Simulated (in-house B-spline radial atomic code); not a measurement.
Inner levels of lead as electrons are removed. A shift is the extra binding of the orbital against the neutral atom ([Xe] 4f14 5d10 6s2 6p2). Computed with a B-spline radial code for spherical atoms: non-relativistic Hartree-Fock, average of the configuration, point nuclei.

This level leaves out relativity, spin-orbit splitting included, which matters for heavy ions.

```json
{"ion": "Pb65+", "configuration": "[Ne] 3s2 3p5", "shift of 2p (eV)": "5035.17", "shift of 1s (eV)": "5201.79", "shift of 2s (eV)": "4984.16", "radius of 2p (bohr)": "0.064772", "radius of 1s (bohr)": "0.018453", "radius of 2s (bohr)": "0.076634", "Σ<r²> (bohr²)": "0.28723", "change of density at nucleus (bohr⁻³)": "-27.651"}
{"ion": "Pb66+", "configuration": "[Ne] 3s2 3p4", "shift of 2p (eV)": "5214.16", "shift of 1s (eV)": "5406.96", "shift of 2s (eV)": "5158.78", "radius of 2p (bohr)": "0.064714", "radius of 1s (bohr)": "0.018451", "radius of 2s (bohr)": "0.076563", "Σ<r²> (bohr²)": "0.25196", "change of density at nucleus (bohr⁻³)": "165.37"}
{"ion": "Pb67+", "configuration": "[Ne] 3s2 3p3", "shift of 2p (eV)": "5394.46", "shift of 1s (eV)": "5613.87", "shift of 2s (eV)": "5334.62", "radius of 2p (bohr)": "0.064655", "radius of 1s (bohr)": "0.018449", "radius of 2s (bohr)": "0.07649", "Σ<r²> (bohr²)": "0.21726", "change of density at nucleus (bohr⁻³)": "360.65"}
{"ion": "Pb68+", "configuration": "[Ne] 3s2 3p2", "shift of 2p (eV)": "5576.07", "shift of 1s (eV)": "5822.54", "shift of 2s (eV)": "5511.68", "radius of 2p (bohr)": "0.064595", "radius of 1s (bohr)": "0.018447", "radius of 2s (bohr)": "0.076417", "Σ<r²> (bohr²)": "0.18313", "change of density at nucleus (bohr⁻³)": "558.18"}
{"ion": "Pb69+", "configuration": "[Ne] 3s2 3p1", "shift of 2p (eV)": "5758.98", "shift of 1s (eV)": "6032.94", "shift of 2s (eV)": "5689.95", "radius of 2p (bohr)": "0.064535", "radius of 1s (bohr)": "0.018445", "radius of 2s (bohr)": "0.076343", "Σ<r²> (bohr²)": "0.14954", "change of density at nucleus (bohr⁻³)": "757.94"}
{"ion": "Pb70+", "configuration": "[Ne] 3s2", "shift of 2p (eV)": "5943.19", "shift of 1s (eV)": "6245.1", "shift of 2s (eV)": "5869.44", "radius of 2p (bohr)": "0.064474", "radius of 1s (bohr)": "0.018443", "radius of 2s (bohr)": "0.076268", "Σ<r²> (bohr²)": "0.1165", "change of density at nucleus (bohr⁻³)": "959.99"}
{"ion": "Pb71+", "configuration": "[Ne] 3s1", "shift of 2p (eV)": "6117.82", "shift of 1s (eV)": "6441.26", "shift of 2s (eV)": "6035.05", "radius of 2p (bohr)": "0.064425", "radius of 1s (bohr)": "0.018442", "radius of 2s (bohr)": "0.076267", "Σ<r²> (bohr²)": "0.080228", "change of density at nucleus (bohr⁻³)": "-4307.99"}
{"ion": "Pb72+", "configuration": "[He] 2s2 2p6", "shift of 2p (eV)": "6293.51", "shift of 1s (eV)": "6638.8", "shift of 2s (eV)": "6201.62", "radius of 2p (bohr)": "0.064375", "radius of 1s (bohr)": "0.018441", "radius of 2s (bohr)": "0.076228", "Σ<r²> (bohr²)": "0.044448", "change of density at nucleus (bohr⁻³)": "-9664.61"}
{"ion": "Pb73+", "configuration": "[He] 2s2 2p5", "shift of 2p (eV)": "6658.35", "shift of 1s (eV)": "7125.33", "shift of 2s (eV)": "6511.61", "radius of 2p (bohr)": "0.064042", "radius of 1s (bohr)": "0.018432", "radius of 2s (bohr)": "0.075944", "Σ<r²> (bohr²)": "0.039077", "change of density at nucleus (bohr⁻³)": "-9136.25"}
```
